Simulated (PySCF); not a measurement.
Numbering as in the mapped SMILES `[CH:1]1=[CH:2][C@H:3]2[CH:4]=[CH:5][C@@H:6]1[CH:7]=[CH:8]2`. Hydrogens are named by the atom that carries them.

GIAO PBE0/pcSseg-1 shifts (PySCF 2.14, gas phase, non-relativistic, equivalent atoms averaged), each against references optimised in the same way as the molecule (TMS).

On the GFN2-xTB geometry: C1/C2/C4/C5/C7/C8 149.9, C3/C6 53.8, H(C1)/H(C2)/H(C4)/H(C5)/H(C7)/H(C8) 7.13, H(C3)/H(C6) 4.77 ppm.

Q: What changes on the PBE0-D3(BJ)/def2-SVP geometry?

A: 
| atoms | δ (ppm) | change |
| --- | --- | --- |
| C1/C2/C4/C5/C7/C8 | 151.2 | +1.3 |
| C3/C6 | 53.0 | -0.8 |
| H(C1)/H(C2)/H(C4)/H(C5)/H(C7)/H(C8) | 7.05 | -0.08 |
| H(C3)/H(C6) | 4.49 | -0.28 |

Bonds between heavy atoms that differ most (equivalent bonds averaged): C2–C3 1.516 → 1.532 Å, C1–C2 1.321 → 1.331 Å. Mean change of bonds to hydrogen: C–H +0.014 Å.
